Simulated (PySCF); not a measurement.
Species: C3H10OSi4.
Numbering: `[CH:1]#[C:2][Si@@:3]1([CH3:4])[SiH2:5][SiH2:6][Si@H:7]1[OH:8]`

Structure used (GFN2-xTB), in Å, numbered top down from 1:
```
atom  x, y, z in Å
C1    -1.3842    3.0232   -0.7580
C2    -1.1645    1.8854   -0.4303
Si3   -0.7201    0.1528    0.0766
C4    -2.3003   -0.5225    0.9078
Si5    0.1813   -1.2069   -1.6581
Si6    2.1678   -1.4457   -0.4120
Si7    1.3233   -0.0349    1.2813
O8     2.1237    1.3883    1.4291
H9    -1.5986    4.0138   -1.0429
H10   -3.1466   -0.4954    0.2278
H11   -2.5713    0.0471    1.7921
H12   -2.1545   -1.5556    1.2107
H13   -0.5651   -2.4344   -1.9757
H14    0.3261   -0.5660   -2.9734
H15    3.3985   -1.0218   -1.0998
H16    2.4841   -2.8208    0.0018
H17    1.3835   -0.4114    2.6955
H18    2.2081    2.0113    0.7158
```

Probes without a nucleus sit at each ring's centroid and 1 Å off its mean plane on both sides; NICS is minus the shielding there, NICSzz its component along the normal. Level: GIAO PBE0/pcSseg-1 (PySCF, non-relativistic, gas phase) on the GFN2-xTB geometry, one conformer.

Ring bond lengths (Å), with Mayer bond orders in brackets: Si3–Si5 2.381 (0.84), Si5–Si6 2.357 (0.86), Si6–Si7 2.360 (0.83), Si7–Si3 2.379 (0.81).

**Question.** What do the NICS probes read (ppm)?

**Answer.** 
```csv
ring,type,NICS(0),"NICS(1), two faces","NICS(1)zz, two faces",rms pucker (Å),"centre to ring atoms, mean (Å)"
Si3–Si5–Si6–Si7,4-membered ring with 4 Si; formal bonds all single,3.2,0.4 / -1.4,6.4 / 3.4,0.02,1.68
```

**Question.** What do they say, and how far can they be read as aromaticity?

**Answer.** 
- Si3–Si5–Si6–Si7: mean NICS(1)zz 4.9 ppm, deshielded. Si3, Si5, Si6, Si7 have four or more neighbours; no verdict on aromaticity is drawn.

**Question.** What is the mean of the two in-plane components of NICS at the second NICS(1) probe listed for ring Si3–Si5–Si6–Si7, 1 Å off the ring?

**Answer.** The isotropic value is a third of the trace: (3 × -1.4 − (3.4))/2 = -3.8 ppm.

**Question.** List the ring angles and the Hirshfeld charges of the ring atoms.

**Answer.** 
- Si3–Si5–Si6–Si7: Si3 89.9° (+0.225 e), Si5 89.5° (+0.134 e), Si6 91.0° (+0.124 e), Si7 89.5° (+0.254 e); sum 359.9° against 360° for a flat convex ring.
